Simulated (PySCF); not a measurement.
Delta-SCF ions had no search for a lower state. 

Z-matrix (Å, degrees):
```
In
H 1 1.7215
H 1 1.7215 2 120.00
H 1 1.7215 2 120.00 3 -180.00
```
Charge 0, multiplicity 1.

Q: Estimate the vertical ionisation energy (Delta-SCF), LUMO and HOMO–LUMO gap that r2SCAN-D4/def2-TZVP in PySCF returns for this input.

A: 
| Quantity | Result |
|---|---|
| vertical ionisation energy (Delta-SCF) | 10.44 eV |
| LUMO | -2.30 eV |
| HOMO–LUMO gap | 4.99 eV |
